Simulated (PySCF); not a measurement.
A geometry optimisation, step by step.

Species: CH6BiNSi.
Atom-mapped SMILES: `[H]/[N:1]=[CH:2]\[SiH2:3][BiH2:4]` (hydrogens: H5 on N1; H6 on C2; H7, H8 on Si3; H9, H10 on Bi4)

Computed by this run: PBE0-D3(BJ)/def2-SVP geometry optimisation, gas phase, def2 core potentials past Kr (PySCF 2.14.0); density fitting, grid level 1; the optimiser is geomeTRIC in internal coordinates, started from a GFN2-xTB structure with every atom displaced at random (about 0.01 Å). The frame can shift and turn from step to step; on so coarse a grid that alone can change the energy by a few meV, and forces under 0.02 eV/Å are noise.

Step 0: E = -16330.9525 eV, largest atomic force 1.163 eV/Å
```
atom  x, y, z in Å  |  force x, y, z in eV/Å
N1     -1.839   -1.210   -0.167   -0.887  -0.732  -0.176
C2     -1.006   -0.398   -0.650    0.434   0.263   0.168
Si3    -0.069    1.005    0.202   -0.012  -0.388  -0.277
Bi4     2.425    0.242    0.717    0.052   0.086   0.360
H5     -2.106   -1.018    0.794    0.166   0.209   0.530
H6     -0.752   -0.587   -1.693    0.310  -0.002  -0.623
H7     -0.800    1.357    1.415   -0.284   0.142   0.709
H8     -0.101    2.163   -0.694    0.147   0.529  -0.348
H9      1.758   -1.391    1.049    0.012  -0.020   0.054
H10     2.541   -0.185   -0.993    0.062  -0.086  -0.397
```

Step 1: E = -16331.0351 eV, largest atomic force 0.162 eV/Å
```
atom  x, y, z in Å  |  force x, y, z in eV/Å
N1     -1.882   -1.314   -0.126    0.052   0.035   0.043
C2     -1.033   -0.507   -0.626   -0.070  -0.023  -0.069
Si3    -0.169    0.945    0.235    0.099   0.093   0.089
Bi4     2.387    0.348    0.760   -0.034  -0.035  -0.070
H5     -2.081   -1.076    0.856   -0.001   0.008  -0.057
H6     -0.747   -0.686   -1.683   -0.014  -0.004   0.059
H7     -0.887    1.261    1.515   -0.001  -0.043  -0.072
H8     -0.160    2.159   -0.645   -0.056  -0.041   0.010
H9      1.849   -1.295    1.255    0.018   0.008  -0.005
H10     2.522   -0.200   -0.953    0.006   0.002   0.071
```

Step 2: E = -16331.0373 eV, largest atomic force 0.085 eV/Å
```
atom  x, y, z in Å  |  force x, y, z in eV/Å
N1     -1.879   -1.306   -0.120   -0.040  -0.001  -0.027
C2     -1.033   -0.506   -0.632   -0.013   0.032   0.020
Si3    -0.168    0.944    0.235    0.076   0.036  -0.011
Bi4     2.388    0.346    0.760   -0.011   0.015   0.014
H5     -2.081   -1.049    0.855    0.016  -0.020   0.002
H6     -0.749   -0.691   -1.687    0.005  -0.033   0.017
H7     -0.895    1.244    1.510   -0.015  -0.021  -0.005
H8     -0.177    2.157   -0.642   -0.021   0.009   0.004
H9      1.861   -1.299    1.251   -0.002  -0.003   0.005
H10     2.533   -0.204   -0.943    0.006  -0.015  -0.019
```

Step 3: E = -16331.0379 eV, largest atomic force 0.038 eV/Å
```
atom  x, y, z in Å  |  force x, y, z in eV/Å
N1     -1.885   -1.303   -0.126   -0.011   0.000   0.010
C2     -1.036   -0.500   -0.628    0.025  -0.013  -0.021
Si3    -0.163    0.949    0.234    0.005  -0.033  -0.018
Bi4     2.391    0.348    0.757    0.008   0.020   0.022
H5     -2.085   -1.057    0.852   -0.015   0.011   0.026
H6     -0.749   -0.690   -1.681    0.012   0.004  -0.033
H7     -0.895    1.240    1.506   -0.007   0.005   0.035
H8     -0.185    2.161   -0.642   -0.006   0.017  -0.001
H9      1.866   -1.295    1.256   -0.010  -0.001   0.008
H10     2.540   -0.215   -0.941    0.001  -0.010  -0.028
```

Step 4: E = -16331.0384 eV, largest atomic force 0.031 eV/Å
```
atom  x, y, z in Å  |  force x, y, z in eV/Å
N1     -1.886   -1.299   -0.125   -0.004  -0.003  -0.012
C2     -1.034   -0.502   -0.632    0.011  -0.002   0.016
Si3    -0.162    0.946    0.234   -0.004  -0.017  -0.026
Bi4     2.392    0.350    0.757    0.012   0.002  -0.010
H5     -2.085   -1.048    0.853   -0.005   0.009   0.004
H6     -0.747   -0.695   -1.685    0.000  -0.003  -0.007
H7     -0.895    1.231    1.508    0.001  -0.002   0.015
H8     -0.189    2.162   -0.639   -0.003   0.011   0.006
H9      1.865   -1.292    1.260   -0.005   0.005   0.005
H10     2.543   -0.217   -0.943   -0.003   0.001   0.009
```

Step 5: E = -16331.0387 eV, largest atomic force 0.025 eV/Å
```
atom  x, y, z in Å  |  force x, y, z in eV/Å
N1     -1.891   -1.296   -0.127   -0.012   0.020  -0.009
C2     -1.032   -0.506   -0.634   -0.006   0.004   0.002
Si3    -0.160    0.943    0.233   -0.021   0.001  -0.008
Bi4     2.397    0.355    0.753    0.004  -0.003  -0.019
H5     -2.097   -1.036    0.847    0.014  -0.009  -0.005
H6     -0.743   -0.702   -1.686    0.011  -0.010   0.017
H7     -0.891    1.220    1.512    0.010  -0.006  -0.007
H8     -0.195    2.163   -0.634   -0.001  -0.001   0.009
H9      1.867   -1.283    1.268    0.001   0.003   0.003
H10     2.544   -0.222   -0.944   -0.002   0.001   0.017
```

Question: Summarise the path.

Answer: The energy falls by 8.32 kJ/mol from step 0 to step 5; nine tenths of that is first reached at step 1. It falls at every step. The largest force goes from 1.163 to 0.025 eV/Å. Among the bonds Si3–H7 changes most, from 1.459 to 1.499 Å; the atoms move by 0.088 Å rms after alignment.

What follows is the cost of the whole optimisation. The run took 22 s wall on one thread of an Arm Neoverse V2, no GPU, on a shared host, and the process peaked at 0.43 GiB of memory.
